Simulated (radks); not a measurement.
Values are calculated unless marked as measured or tabulated.
Task: The mean radii <r> (bohr) of the occupied orbitals of an atom or ion are listed with their occupations. Code: a radial shooting solver on a logarithmic mesh with Libxc functionals. Model: scalar-relativistic Kohn-Sham, PBE, spin-polarised, spherical densities, finite nucleus; Fermi nuclear charge, rms radius of each element as measured or else 0.836 A^(1/3) + 0.57 fm.

orbital  occ.     <r>
1s          2  0.1754
2s          2  0.8044

Name the element and its charge. Open shells, if any, are filled with parallel spins first.

Result: Z = 9, fluorine, charge +5: F5+ in [He] 2s2. The 1s radius gives Z: for a bare nucleus <r> = (2 gamma + 1)/(2Z) with gamma = sqrt(1 - (Z/c)^2), 0.1664 bohr for Z = 9, and screening makes it slightly larger (0.1754 here). The occupations add up to 4, and the charge is Z minus that.
